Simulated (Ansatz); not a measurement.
System: CuH, net charge -1, doublet state. The spin state was set by rule; other spins were not relaxed. 
Structure (B3LYP-D3(BJ)/def2-TZVP (Ansatz, a quantum-chemistry and plane-wave program) minimum search):
```
Cu
H 1 1.6065
```
Charge -1, spin multiplicity 2.

Total electronic energies in hartree. Correlated levels leave the core frozen unless marked. UHF or UKS for open shells. Spin-orbit coupling is left out. Frozen are the shells of the preceding noble gas and the d and f shells that filled before the atom's block. No relativistic terms. Basis-set limits of correlation are two-point, X^-3; Hartree-Fock from the larger set.

```csv
level,program,energy (Eh)
r2SCAN-D4/def2-TZVPD,Ansatz + dftd4,-1641.08759
PBE0/STO-3G,Ansatz,-1621.95623
PBE0/6-31G*,Ansatz,?
HSE06-D3(BJ)/def2-TZVPD,Ansatz + dftd3,?
LC-wPBE-D3(BJ)/def2-TZVPD,Ansatz + dftd3,-1640.88885
"MP2/CBS(def2-TZVPPD,def2-QZVPPD)",Ansatz,-1640.0990
RI-MP2/def2-TZVPP,Ansatz,-1639.99475
CCSD/def2-QZVPP,Ansatz,-1640.01399
"CCSD(T)/CBS(def2-TZVPPD,def2-QZVPPD)",Ansatz,-1640.0633
```

Some entries are withheld; supply them.


- PBE0/6-31G*, energy (Eh): -1640.47680
- HSE06-D3(BJ)/def2-TZVPD, energy (Eh): -1640.84857
